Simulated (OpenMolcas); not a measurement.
Consider [Cu2(μ-Cl)2(Cl)4]2-, a planar model complex in vacuum (2 bridging Cl, bridge angle 96°, metal-metal distance 3.42 Å, Cu–Cl 2.30 Å; typed geometry, not optimised).

```xyz
8

Cu    -1.7115     0.0000     0.0000
Cu     1.7115     0.0000     0.0000
Cl     0.0000     1.5410     0.0000
Cl     0.0000    -1.5410     0.0000
Cl    -3.3590     1.6476     0.0000
Cl    -3.3590    -1.6476     0.0000
Cl     3.3590     1.6476     0.0000
Cl     3.3590    -1.6476     0.0000
```

Problem. Give the energies of the total-spin states at CASSCF(2,2) on the singly occupied d orbitals (ANO-RCC-VDZP, scalar-relativistic DKH2, RICD, no spin-orbit coupling, OpenMolcas), and the exchange constant.

Solution. Local spins 1/2 and 1/2.

```
total S  E (cm⁻¹)  natural occupations, lowest and highest
-------  --------  ---------------------------------------
1             0.0                             1.000, 1.000
0            15.4                             0.980, 1.020
```

J = 7.7 cm⁻¹ (ferromagnetic).

J is defined by H = −2J S1·S2, so negative values are antiferromagnetic. Wave-function values come from the highest and lowest total spin; broken-symmetry values use Yamaguchi's formula with the computed ⟨S²⟩. The active space holds the singly occupied metal orbitals alone, without bridging-ligand orbitals. No row is a measured value.
